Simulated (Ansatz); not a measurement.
Relaxation of a periodic cell of 28 atoms, H$_{4}$C$_{2}$O (packed as 4 CO + 4 CH4, density as packed 0.47 g/cm³ with natural masses), to a largest force component of 0.3 eV/Å in at most 15 steps.

Theory: DFT PBE-D3(BJ), scalar-relativistic, plane waves, PAW (Ansatz). Settings: cutoff 420 eV, k mesh 1x1x1, fermi-dirac smearing 0.02 eV, no spin polarisation.

```xyz
28
Lattice="8.5690 0.0000 0.0000 0.0000 8.5690 0.0000 0.0000 0.0000 8.5690" Properties=species:S:1:pos:R:3
O 4.994 0.319 0.140
C 6.056 0.741 0.004
O 4.921 7.415 2.411
C 4.637 8.235 3.167
O 1.621 7.602 4.409
C 1.407 6.865 3.553
O 0.213 4.359 6.105
C 0.195 5.205 5.326
C 3.382 4.066 4.790
H 3.025 4.238 5.805
H 4.425 4.371 4.716
H 2.782 4.649 4.091
H 3.294 3.008 4.548
C 0.412 4.611 0.944
H 1.266 4.539 1.617
H -0.375 5.198 1.418
H 0.037 3.612 0.724
H 0.719 5.096 0.018
C 5.067 3.465 1.664
H 4.139 3.275 2.202
H 5.786 3.936 2.334
H 4.870 4.125 0.820
H 5.475 2.522 1.299
C 0.925 1.069 2.728
H 1.828 1.156 3.331
H 0.458 0.102 2.911
H 1.184 1.154 1.673
H 0.231 1.865 2.997
```

Problem. Where does it end, and by what steps?

Solution. The forces met the threshold. The threshold is loose, so the end isn't yet a minimum. Limits of this set-up: coarse k mesh. After 4 steps the energy has fallen by 0.707 eV; C8 moved furthest, 0.70 Å.

```tsv
step	energy less start (eV)	largest force component (eV/Å)	accepted
0	0.0000	1.587	yes
1	-0.3578	0.778	yes
2	-0.5011	1.366	yes
3	-0.6413	0.549	yes
4	-0.7068	0.282	yes
```

```xyz
28
Lattice="8.5690 0.0000 0.0000 0.0000 8.5690 0.0000 0.0000 0.0000 8.5690" Properties=species:S:1:pos:R:3
O 5.070 0.065 -0.285
C 6.097 0.554 -0.282
O 4.975 7.426 2.652
C 4.808 8.412 3.194
O 1.916 7.451 4.915
C 1.694 6.880 3.957
O -0.002 4.156 5.991
C -0.425 4.894 5.236
C 3.411 3.945 4.901
H 2.988 4.202 5.880
H 4.440 4.314 4.836
H 2.809 4.407 4.105
H 3.405 2.854 4.769
C 0.415 4.664 0.938
H 1.261 4.522 1.618
H -0.368 5.230 1.455
H 0.022 3.689 0.627
H 0.747 5.224 0.056
C 5.135 3.520 1.625
H 4.200 3.153 2.076
H 5.720 4.065 2.380
H 4.906 4.193 0.791
H 5.727 2.668 1.256
C 0.805 1.263 2.611
H 1.672 1.276 3.280
H 0.280 0.308 2.712
H 1.138 1.384 1.575
H 0.126 2.079 2.876
```

Whether the end is a true minimum wasn't checked by a vibrational analysis.

Time of the run: 9.4 s on 1 thread of AMD EPYC 9R14 (Zen 4) (shared host), peak memory 0.65 GiB.
